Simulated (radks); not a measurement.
The nickel ion Ni+ inside a hard spherical wall (all orbitals vanish at R), configuration held at [Ar] 3d9 and not refilled when levels cross. All-electron calculation, non-relativistic Kohn-Sham, r2SCAN, spin-polarised, spherical densities, point nucleus; open shells are filled with parallel spins first; meta-GGA in the generalised Kohn-Sham scheme. Program: a radial shooting solver on a logarithmic mesh with Libxc functionals. Eigenvalues in eV for spin up, with the zero of energy where the potential of the charges vanishes at infinity; a dash marks a level that is unbound or too diffuse for the functional's potential to be trusted. A positive occupied level is held by the wall or, in an anion where self-interaction has pushed it up, behind a barrier. The pressure on the wall is -dE/dV.

[
 {"R (bohr)": "free", "E (hartree)": "-1507.97963", "kinetic (hartree)": "1506.865", "e(2p)": "-849.71", "e(3s)": "-115.24", "e(3p)": "-76.585", "e(3d)": "-13.575", "e(4s, empty)": "-10.787", "e(4p, empty)": "-5.831", "pressure (GPa)": "0"},
 {"R (bohr)": "20", "E (hartree)": "-1507.97963", "kinetic (hartree)": "1506.865", "e(2p)": "-849.71", "e(3s)": "-115.24", "e(3p)": "-76.585", "e(3d)": "-13.575", "e(4s, empty)": "-10.787", "e(4p, empty)": "-5.831", "pressure (GPa)": "< 0.0001"},
 {"R (bohr)": "15", "E (hartree)": "-1507.97963", "kinetic (hartree)": "1506.865", "e(2p)": "-849.71", "e(3s)": "-115.24", "e(3p)": "-76.585", "e(3d)": "-13.575", "e(4s, empty)": "-10.787", "e(4p, empty)": "-5.831", "pressure (GPa)": "< 0.0001"},
 {"R (bohr)": "10", "E (hartree)": "-1507.97963", "kinetic (hartree)": "1506.865", "e(2p)": "-849.71", "e(3s)": "-115.24", "e(3p)": "-76.585", "e(3d)": "-13.575", "e(4s, empty)": "-10.786", "e(4p, empty)": "-5.812", "pressure (GPa)": "< 0.0001"},
 {"R (bohr)": "4", "E (hartree)": "-1507.93706", "kinetic (hartree)": "1507.123", "e(2p)": "-847.87", "e(3s)": "-113.60", "e(3p)": "-74.975", "e(3d)": "-12.039", "e(4s, empty)": "-7.140", "e(4p, empty)": "0.773", "pressure (GPa)": "11.1"},
 {"R (bohr)": "3.5", "E (hartree)": "-1507.87442", "kinetic (hartree)": "1507.431", "e(2p)": "-846.09", "e(3s)": "-112.08", "e(3p)": "-73.502", "e(3d)": "-10.574", "e(4s, empty)": "-3.594", "e(4p, empty)": "5.710", "pressure (GPa)": "37.0"},
 {"R (bohr)": "3", "E (hartree)": "-1507.70894", "kinetic (hartree)": "1508.167", "e(2p)": "-842.52", "e(3s)": "-109.21", "e(3p)": "-70.703", "e(3d)": "-7.659", "e(4s, empty)": "3.881", "e(4p, empty)": "15.316", "pressure (GPa)": "137"},
 {"R (bohr)": "2.5", "E (hartree)": "-1507.22514", "kinetic (hartree)": "1510.194", "e(2p)": "-834.95", "e(3s)": "-103.56", "e(3p)": "-65.162", "e(3d)": "-1.505", "e(4s, empty)": "21.020", "e(4p, empty)": "35.740", "pressure (GPa)": "614"},
 {"R (bohr)": "2", "E (hartree)": "-1505.50833", "kinetic (hartree)": "1517.263", "e(2p)": "-816.70", "e(3s)": "-91.121", "e(3p)": "-52.520", "e(3d)": "13.303", "e(4s, empty)": "65.778", "e(4p, empty)": "85.018", "pressure (GPa)": "3770"}
]
